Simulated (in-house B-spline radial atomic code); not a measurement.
Configurations of Pm3+, with energies counted from [Xe] 4f4. Method: scalar-relativistic (X2C) B3LYP, spin-polarised, spherical fractional occupations, exact exchange averaged over the configuration, Fermi nucleus of rms radius 4.962 fm. Calculated with a B-spline radial code for spherical atoms. Shells without spins written out take the highest spin.

Occupations are held fixed; configurations that lie above the ionisation limit could autoionise.

| configuration | E - E(ref) (eV) | highest orbital | its <r> (bohr) |
| --- | --- | --- | --- |
| [Kr] 4d10 4f5 5s2 5p5 | 16.597 | 4f up | 0.9698 |
| [Kr] 4d9 4f4 5s2 5p6 5d1 | 130.21 | 5d up | 2.126 |
| [Kr] 4d9 4f4 5s2 5p6 6s1 | 134.25 | 6s up | 3.105 |
| [Kr] 4d9 4f4 5s2 5p6 6p1 | 139.58 | 6p up | 3.594 |

Order these further configurations by energy, lowest first.
A. [Xe] 4f3 6p1
B. [Xe] 4f3 6d1
C. [Kr] 4d10 4f4 5s2 5p5 6p1
D. [Kr] 4d9 4f5 5s2 5p6
E. [Xe] 4f3 5d1

E (10.186 eV), A (19.418 eV), B (26.318 eV), C (32.316 eV), D (118.25 eV).
